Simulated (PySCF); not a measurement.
# A small calculation by hand: chemical shift, span and skew from a shielding tensor

C₄H₉FSi, SMILES C1[SiH2]CC1(C)F. Atoms are numbered in the order given.

```xyz
15

C      1.3209    -1.3133     0.0000
C     -0.0663    -0.7042     0.0000
F     -0.9768    -1.7492     0.0000
C     -0.2974     0.2562    -1.1882
Si     0.0942     1.6824     0.0000
C     -0.2974     0.2562     1.1882
H      1.4546    -1.9399    -0.8939
H      1.4546    -1.9399     0.8939
H      2.0996    -0.5357     0.0000
H     -1.3737     0.2695    -1.4240
H      0.2681     0.0426    -2.1052
H      1.5181     2.1333     0.0000
H     -0.8013     2.8768     0.0000
H      0.2681     0.0426     2.1052
H     -1.3737     0.2695     1.4240
```

Geometry: PBE0-D3(BJ)/def2-SVP. The structure was generated by enumeration, and PubChem lists no compound with its InChIKey, so it may never have been made.

GIAO shieldings from HF/pcSseg-1 run with PySCF, non-relativistic, no solvent. The symmetric part of the tensor of C2 has the principal values 85.3, 86.3, 154.7 ppm. The same nucleus in TMS has σ = 192.6 ppm at this level (PySCF, at its B3LYP-D3(BJ)/def2-TZVP geometry).

Q: Work out the isotropic shielding, the ¹³C shift against TMS, the span and the skew.

A: 
σ(iso) = (σ11 + σ22 + σ33)/3 = 108.8 ppm. δ = σ(ref) − σ(iso) = 192.6 − (108.8) = 83.8 ppm.
Span Ω = σ33 − σ11 = 69.4 ppm. Skew κ = 3(σ(iso) − σ22)/Ω = 0.97, an axial tensor. Tumbling in solution averages the tensor to δ; in a static solid the shielding alone would spread this spin-1/2 line over Ω.
